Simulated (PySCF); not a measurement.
Species: Me2Si(SMe)2, C₄H₁₂S₂Si.
SMILES with atom numbers: `[CH3:1][S:2][Si:3]([CH3:4])([CH3:5])[S:6][CH3:7]` (hydrogens: H8, H9, H10 on C1; H11, H12, H13 on C4; H14, H15, H16 on C5; H17, H18, H19 on C7)

The same species was optimised twice, with GFN2-xTB and with PBE0-D3(BJ)/def2-SVP (PySCF), and the same property calculations (PySCF, gas phase) were run on both structures.

| coordinate | GFN2-xTB | PBE0-D3(BJ)/def2-SVP | change |
| --- | --- | --- | --- |
| Si3–C4 (Å) | 1.897 | 1.871 | -0.026 |
| Si3–C5 (Å) | 1.897 | 1.871 | -0.026 |
| Si3–S6 (Å) | 2.173 | 2.150 | -0.023 |
| S2–Si3 (Å) | 2.173 | 2.151 | -0.022 |
| S6–C7 (Å) | 1.822 | 1.821 | -0.001 |
| C1–S2 (Å) | 1.821 | 1.821 | 0.000 |
| S2–Si3–S6 (°) | 108.0 | 109.3 | +1.3 |
| C4–Si3–C5 (°) | 113.8 | 112.6 | -1.2 |
| S2–Si3–C4 (°) | 112.2 | 112.7 | +0.5 |
| S2–Si3–C5 (°) | 105.3 | 104.8 | -0.5 |
| C4–Si3–S6 (°) | 105.3 | 104.9 | -0.4 |
| C5–Si3–S6 (°) | 112.3 | 112.6 | +0.3 |
| C1–S2–Si3 (°) | 100.3 | 100.4 | +0.1 |
| Si3–S6–C7 (°) | 100.2 | 100.2 | 0.0 |
| C1–S2–Si3–C4 (°) | -58 | -59 | -1 |
| S2–Si3–S6–C7 (°) | 58 | 57 | -1 |

Rotational constants: A = 1489, B = 1183, C = 1001 MHz (GFN2-xTB) against A = 1511, B = 1199, C = 1011 MHz (PBE0-D3(BJ)/def2-SVP). Atoms that the bonding makes alike are paired by their places after alignment.

On the GFN2-xTB structure: HOMO (eV) -6.71 [PBE0/pcSseg-1]; LUMO (eV) 0.59 [PBE0/pcSseg-1]; dipole (D) 0.42 [PBE0/pcSseg-1]; GIAO shielding of C1/C7 (mean) (ppm) 173.9 [PBE0/pcSseg-1]; GIAO shielding of S2/S6 (mean) (ppm) 677.6 [PBE0/pcSseg-1]; GIAO shielding of Si3 (ppm) 306.2 [PBE0/pcSseg-1]; GIAO shielding of C4/C5 (mean) (ppm) 185.8 [PBE0/pcSseg-1].

Q: What do these properties become on the PBE0-D3(BJ)/def2-SVP structure?

A: 
```csv
property,level,on GFN2-xTB,on PBE0-D3(BJ)/def2-SVP,change
HOMO (eV),PBE0/pcSseg-1,-6.71,-6.76,-0.05
LUMO (eV),PBE0/pcSseg-1,0.59,0.58,-0.01
dipole (D),PBE0/pcSseg-1,0.42,0.27,-0.15
"energy, GFN2-xTB geometry as zero (kcal/mol)",PBE0/pcSseg-1,0.0,-1.2,-1.2
GIAO shielding of C1/C7 (mean) (ppm),PBE0/pcSseg-1,173.9,171.7,-2.2
GIAO shielding of S2/S6 (mean) (ppm),PBE0/pcSseg-1,677.6,687.7,+10.1
GIAO shielding of Si3 (ppm),PBE0/pcSseg-1,306.2,310.3,+4.1
GIAO shielding of C4/C5 (mean) (ppm),PBE0/pcSseg-1,185.8,184.2,-1.6
```

The heavy atoms differ by 0.026 Å rms after alignment. Among bonds between heavy atoms Si3–C4 and Si3–C5 change most and about equally (-0.026 Å). Changes are differences of the printed values. Neither structure is proved a minimum here.

The values belong to the conformer `[CH3:1][S:2][Si:3]([CH3:4])([CH3:5])[S:6][CH3:7]`: C1–S2–Si3–C4 -59°, S2–Si3–S6–C7 57°.
